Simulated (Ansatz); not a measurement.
`[SiH3][SiH2][GaH2]` + H₂O → `[OH][GaH2]` + disilane at 298.15 K and 1 bar (formal hydrolysis of a Ga–Si bond).

Gas-phase electronic energies from Ansatz, PBE0-D4/def2-TZVP geometries. CCSD(T)/CBS adds triple-zeta CCSD(T) − MP2 to the extrapolated MP2 energy (def2 sets, frozen cores). This one scheme is used for every species. For Ga outer-core shells are correlated without core-valence functions, which leaves a few kJ/mol of doubt a bond. Scalar relativity is left out up to krypton.

```csv
species,CCSD(T)/CBS energy (Eh),H − E (kJ/mol),S (J/(mol·K))
`[SiH3][SiH2][GaH2]`,-2506.27760,166.2,368.1
H₂O,-76.37941,66.4,188.7
`[OH][GaH2]`,-2000.92981,82.7,263.1
`[SiH3][SiH3]`,-581.74359,143.7,274.2
```

H − E and S are ideal-gas, rigid-rotor, harmonic terms from PBE0-D4/def2-TZVP. 1 Eh = 2625.50 kJ/mol, R = 8.31446 J/(mol·K).

Question: By hand: ΔE, ΔH, ΔS and ΔG.

Answer: ΔE = (-2000.92981) + (-581.74359) − (-2506.27760) − (-76.37941) = -0.01639 Eh = -43.0 kJ/mol. Δ(H − E) = 82.7 + 143.7 − 166.2 − 66.4 = -6.2, so ΔH = -49.2 kJ/mol. ΔS = 263.1 + 274.2 − 368.1 − 188.7 = -19.5 J/(mol·K). ΔG = -49.2 − 298.15 × (-19.5)/1000 = -43.4 kJ/mol.

Question: By hand: the equilibrium constant, and the temperature at which ΔG would vanish if ΔH and ΔS stayed fixed.

Answer: log₁₀ K = −ΔG/(RT ln 10) = 7.6. ΔG = 0 at ΔH/ΔS = 2523 K, far beyond where these terms or the molecules hold.

ΔH outweighs TΔS. A doubt of 5 kJ/mol in ΔE shifts log₁₀ K by 0.9 here. These are equilibria of isolated gas molecules and say nothing of rates. Largest T1 diagnostic: 0.015 (customary marks: 0.02 for closed shells, 0.045 for open ones).
